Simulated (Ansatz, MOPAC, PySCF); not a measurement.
Molecule: C₄H₈Se, charge 0, multiplicity 1. SMILES: C=C(C)C[SeH]
Structure (B3LYP-D3(BJ)/def2-TZVP (Ansatz, a first-principles code) minimum search):
```
C
C 1 1.3313
H 2 1.0826 1 121.52
H 2 1.0830 3 116.92 1 179.84
C 1 1.4940 2 120.73 3 -179.40
H 5 1.0874 1 111.61 2 6.21
H 5 1.0888 6 108.56 1 -124.18
C 1 1.5000 2 122.61 3 0.07
H 8 1.0890 1 111.48 2 -2.76
H 8 1.0928 9 108.32 1 -121.92
H 8 1.0943 9 108.43 10 -115.83
Se 5 1.9975 6 104.02 7 -112.39
H 12 1.4713 5 95.65 6 154.50
```
Charge 0, spin multiplicity 1.

Quantity: size of the dipole moment, in D. Set-up: 6-31G* and kin with 6d, 5d where marked; non-relativistic; no spin-orbit coupling; LANL2DZ with its own core potentials from Na on; no dispersion term unless named. Ab initio and DFT rows: single points at B3LYP-D3(BJ) geometries (Ansatz). Semi-empirical rows: dipoles at the shared geometry.

```json
[
 {"level": "PM6", "program": "MOPAC", "size of the dipole moment (D)": "1.73"},
 {"level": "MNDO", "program": "MOPAC", "size of the dipole moment (D)": "1.01"},
 {"level": "PBE/3-21G", "program": "Ansatz", "size of the dipole moment (D)": "1.49"},
 {"level": "PBE/LANL2DZ", "program": "Ansatz", "size of the dipole moment (D)": "1.62"},
 {"level": "BLYP/6-31G*", "program": "Ansatz", "size of the dipole moment (D)": "1.58"},
 {"level": "BP86/6-31G* with LANL2DZ past Ar (5d)", "program": "PySCF", "size of the dipole moment (D)": "1.66"},
 {"level": "B3LYP/STO-3G", "program": "Ansatz", "size of the dipole moment (D)": "1.52"},
 {"level": "B3LYP/3-21G", "program": "Ansatz", "size of the dipole moment (D)": "1.43"},
 {"level": "B3LYP/6-31G*", "program": "Ansatz", "size of the dipole moment (D)": "1.60"},
 {"level": "M06-2X/6-31G* with LANL2DZ past Ar (5d)", "program": "PySCF", "size of the dipole moment (D)": "1.65"}
]
```

No value to compare with is used here. The 10 habitual levels span 1.01 (MNDO) to 1.73 D (PM6).

The levels are drawn from those run, B3LYP/6-31G* more often than the rest, none by its result; left out are runs that failed, that the program found above a lower state of the same kind, or whose <S^2> lies over 0.5 above the pure value.
